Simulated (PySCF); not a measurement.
# GeH at TPSSh

Level: TPSSh. basis Ge aug-cc-pVDZ-PP with ECP10, H aug-cc-pVDZ; scalar-relativistic core potentials; PySCF 2.14.

* state: ²Π (doublet), unpaired electrons π ↑
* bond length: 1.609 Å
* harmonic wavenumber: 1866 cm⁻¹
* force constant: 2.04 mdyn/Å
* rotational constant Be: 6.551 cm⁻¹
* anharmonicity ωexe: 29.1 cm⁻¹
* vibration–rotation constant αe: 0.177 cm⁻¹
* well depth De to Ge + H: 3.00 eV
* dissociation energy D0: 2.88 eV
* bond order (Mayer): 0.93
* dipole moment (positive dipole means Ge(−)H(+)): -0.26 D

Spin–orbit coupling is left out. The state is the lowest determinant that a PBE0 search found; another state may lie lower at other levels.
